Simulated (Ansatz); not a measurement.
A structure relaxed at PBE0-D4/def2-SVP in Ansatz, charge 0, singlet:

Cartesian coordinates in Å:
```
K -1.428 -0.660 -1.302
S -1.605 1.401 0.905
K 1.412 1.280 0.733
S 1.588 -0.736 -1.515
H -1.779 0.559 1.950
H 1.812 -1.844 -0.772
```

Q: Give its formula, name or SMILES and point group.

A: (KSH)2 ring (K2H2S2). Point group C2v (tolerance 0.1 Å).

Q: Summarise the bond lengths by kind (pairs closer than 1.2 times the sum of covalent radii, bridged metal pairs left out).

A: 4 × K–S 3.02 Å; 2 × H–S 1.35 Å.
